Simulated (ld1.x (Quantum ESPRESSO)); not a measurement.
**Reading a pseudo-wave (ruthenium)**

Columns: radius, all-electron u(r) and pseudo u(r) of the 4d shell (level -5.22 eV) of ruthenium in the configuration [Ar] 3d10 4s2 4p6 4d7 5s1 5p0; PBEsol, scalar-relativistic, TM scheme, ld1.x (Quantum ESPRESSO) 7.5.

```json
{"r (bohr)": "0.115", "all-electron": "0.2005", "pseudo": "-0.0043"}
{"r (bohr)": "0.230", "all-electron": "0.3881", "pseudo": "-0.0329"}
{"r (bohr)": "0.345", "all-electron": "0.2946", "pseudo": "-0.1015"}
{"r (bohr)": "0.460", "all-electron": "0.0542", "pseudo": "-0.2121"}
{"r (bohr)": "0.575", "all-electron": "-0.2083", "pseudo": "-0.3518"}
{"r (bohr)": "0.690", "all-electron": "-0.4329", "pseudo": "-0.4983"}
{"r (bohr)": "0.805", "all-electron": "-0.6008", "pseudo": "-0.6283"}
{"r (bohr)": "0.920", "all-electron": "-0.7125", "pseudo": "-0.7258"}
{"r (bohr)": "1.035", "all-electron": "-0.7767", "pseudo": "-0.7852"}
{"r (bohr)": "1.150", "all-electron": "-0.8045", "pseudo": "-0.8103"}
{"r (bohr)": "1.265", "all-electron": "-0.8062", "pseudo": "-0.8094"}
{"r (bohr)": "1.380", "all-electron": "-0.7902", "pseudo": "-0.7913"}
{"r (bohr)": "1.495", "all-electron": "-0.7626", "pseudo": "-0.7628"}
{"r (bohr)": "1.610", "all-electron": "-0.7280", "pseudo": "-0.7280"}
{"r (bohr)": "1.725", "all-electron": "-0.6896", "pseudo": "-0.6896"}
{"r (bohr)": "1.840", "all-electron": "-0.6497", "pseudo": "-0.6497"}
{"r (bohr)": "1.955", "all-electron": "-0.6096", "pseudo": "-0.6096"}
{"r (bohr)": "2.070", "all-electron": "-0.5702", "pseudo": "-0.5702"}
{"r (bohr)": "2.185", "all-electron": "-0.5324", "pseudo": "-0.5324"}
{"r (bohr)": "2.300", "all-electron": "-0.4962", "pseudo": "-0.4962"}
{"r (bohr)": "2.415", "all-electron": "-0.4620", "pseudo": "-0.4620"}
{"r (bohr)": "2.530", "all-electron": "-0.4298", "pseudo": "-0.4298"}
{"r (bohr)": "2.645", "all-electron": "-0.3996", "pseudo": "-0.3996"}
{"r (bohr)": "2.760", "all-electron": "-0.3713", "pseudo": "-0.3713"}
{"r (bohr)": "2.875", "all-electron": "-0.3450", "pseudo": "-0.3450"}
{"r (bohr)": "2.990", "all-electron": "-0.3204", "pseudo": "-0.3204"}
```

Problem. How many radial nodes do the two functions have?

Solution. The all-electron 4d function has n − l − 1 = 1; the pseudo-wave has 0, since the states of the same l below it are removed with the core.

Problem. At about which radius was the pseudo-wave matched?

Solution. 1.70 bohr. The columns agree to 0.0005 from 1.50 bohr on; several derivatives are matched, so the curves merge somewhat inside the radius.

Problem. Is the pseudo-wave norm-conserving?

Solution. Yes: the TM scheme keeps the norm inside the radius equal to the all-electron one, which fixes the energy derivative of the logarithmic derivative at the level.
